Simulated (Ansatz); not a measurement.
The inner images of a band of GaH3 + H4Si (9 atoms, charge 0, multiplicity 1) are given out of order.

Theory: RKS PBE/def2-SVP in Ansatz 0.2.0.

Image 0:

```xyz
9
Properties=species:S:1:pos:R:3
Ga -0.035 0.264 0.135
H 0.447 1.141 1.359
H 1.047 -0.481 -0.757
H -1.536 0.314 -0.362
Si 0.147 -2.743 1.126
H -0.288 -3.210 -0.228
H 1.637 -2.736 1.271
H -0.497 -3.561 2.209
H -0.378 -1.323 1.360
```

Image 6:

```xyz
9
Properties=species:S:1:pos:R:3
Ga -0.153 -0.593 -0.125
H 0.265 0.796 1.608
H 1.064 0.158 -0.807
H -1.601 0.041 -0.233
Si 0.142 -2.821 0.792
H -0.150 -3.828 -0.295
H 1.549 -3.074 1.275
H -0.798 -3.115 1.936
H 0.225 0.102 1.962
```

Question: Put them in order from the first end to the last, with their energies above the first end.
A.
```xyz
9
Properties=species:S:1:pos:R:3
Ga -0.085 0.285 0.122
H 0.288 1.228 1.337
H 1.059 -0.254 -0.834
H -1.598 0.038 -0.267
Si 0.182 -2.759 1.129
H -0.269 -3.059 -0.265
H 1.632 -3.081 1.325
H -0.676 -3.462 2.140
H 0.011 -1.269 1.425
```
B.
```xyz
9
Properties=species:S:1:pos:R:3
Ga -0.130 -0.136 -0.008
H 0.263 0.422 1.571
H 1.160 0.024 -0.863
H -1.674 -0.004 -0.147
Si 0.147 -2.577 0.957
H -0.219 -3.316 -0.306
H 1.543 -2.986 1.346
H -0.811 -3.009 2.036
H 0.265 -0.751 1.527
```
C.
```xyz
9
Properties=species:S:1:pos:R:3
Ga -0.145 -0.384 -0.102
H 0.259 0.397 1.648
H 1.150 0.101 -0.840
H -1.649 0.055 -0.172
Si 0.132 -2.627 0.878
H -0.193 -3.475 -0.313
H 1.528 -2.962 1.351
H -0.814 -2.990 2.001
H 0.275 -0.449 1.662
```
D.
```xyz
9
Properties=species:S:1:pos:R:3
Ga -0.151 -0.523 -0.150
H 0.246 0.564 1.698
H 1.093 0.170 -0.837
H -1.602 0.102 -0.221
Si 0.126 -2.731 0.806
H -0.152 -3.727 -0.285
H 1.522 -2.973 1.327
H -0.827 -3.004 1.946
H 0.288 -0.213 1.827
```
E.
```xyz
9
Properties=species:S:1:pos:R:3
Ga -0.115 0.154 0.101
H 0.250 0.786 1.511
H 1.070 -0.034 -0.925
H -1.646 -0.062 -0.211
Si 0.185 -2.668 1.078
H -0.223 -3.132 -0.289
H 1.587 -3.095 1.375
H -0.802 -3.136 2.099
H 0.237 -1.148 1.372
```

Answer: A (+0.2 kcal/mol), E (+4.2 kcal/mol), B (+22.3 kcal/mol), C (+9.9 kcal/mol), D (+2.4 kcal/mol).

Time of the run: 73 s on 2 threads of Intel(R) Xeon(R) 6975P-C (Granite Rapids) (shared host), peak memory 0.16 GiB.
